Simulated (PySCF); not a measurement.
## A ladder of Hamiltonians for Mg¹⁰⁺ (magnesium, charge +10)

Occupied: 1s1/2. Hartree-Fock calculated with PySCF 2.14 in an even-tempered Gaussian basis (19 s from 0.44 bohr⁻², ratio 2.3; 12 p from 0.53 bohr⁻², ratio 2.3), Gaussian nucleus throughout. NR is non-relativistic, sf-X2C the spin-free one-electron X2C Hamiltonian, X2C adds the bare one-electron spin-orbit term, X2C-SNSO screens it by Boettger's factors, DC is four-component Dirac-Coulomb, and the Gaunt and Breit terms are added at first order (total energies over the DC spinors, levels after relaxing the spinors in that mean field). QED terms are absent. Levels marked empty are virtual spinors of this ion.

```
   level (eV)       NR   sf-X2C      X2C  X2C-SNSO
        1s1/2  -1759.7  -1762.6  -1762.6   -1762.6
2s1/2 (empty)  -366.63  -367.39  -367.39   -367.39
2p1/2 (empty)  -346.80  -347.07  -347.49   -347.45
2p3/2 (empty)  -346.80  -347.07  -346.87   -346.89
3s1/2 (empty)  -158.54  -158.79  -158.79   -158.79
```

**Question.** Where do the four-component calculations put these levels?

**Answer.** 1s1/2: DC -1762.9, DC+Gaunt -1762.3, DC+Breit -1762.3; 2s1/2 (empty): DC -367.41, DC+Gaunt -367.36, DC+Breit -367.37; 2p1/2 (empty): DC -347.44, DC+Gaunt -347.34, DC+Breit -347.36; 2p3/2 (empty): DC -346.90, DC+Gaunt -346.85, DC+Breit -346.87; 3s1/2 (empty): DC -158.80, DC+Gaunt -158.79, DC+Breit -158.79 (eV).

```tsv
Hamiltonian	E (hartree)	E − E(DC) (hartree)	CPU seconds
NR	-136.6110	0.2565	0.2
sf-X2C	-136.8569	0.0106	0.11
X2C	-136.8569	0.0106	0.12
X2C-SNSO	-136.8569	0.0106	0.11
DC	-136.8675	0.0000	2.2
DC+Gaunt	-136.8462	0.0213	3.9
DC+Breit	-136.8462	0.0213	37
```

Weight of the small component: 1s1/2 0.00182, 2s1/2 0.000365, 2p1/2 0.000355, 2p3/2 0.000354, 3s1/2 0.000157.

Koopmans' value for the highest occupied level at DC+Breit: 1762.3 eV, against an ionisation energy of 1761.8 eV (theoretical estimate listed by NIST; NIST Atomic Spectra Database, ionization energies); the former lacks relaxation, correlation, QED and recoil.

The whole ladder took 45 s of wall time on 1 thread of Intel(R) Xeon(R) Platinum 8488C (shared host), launched as `OMP_NUM_THREADS=1 python relrun2.py TASK.json OUT` (a driver that calls PySCF for each Hamiltonian).

Dirac-Coulomb iterations, started from the X2C spinors:

```
with_ssss True, with_gaunt False, with_breit False
light speed = 137.03599967994
init E= -136.850530294047
cycle= 1 E= -136.867508446692  delta_E= -0.017  |g|= 0.0158  |ddm|= 0.00214
cycle= 2 E= -136.867508597832  delta_E= -1.51e-07  |g|= 8.39e-05  |ddm|= 3.82e-05
cycle= 3 E= -136.867508597854  delta_E= -2.15e-11  |g|= 1.1e-06  |ddm|= 1.32e-06
```
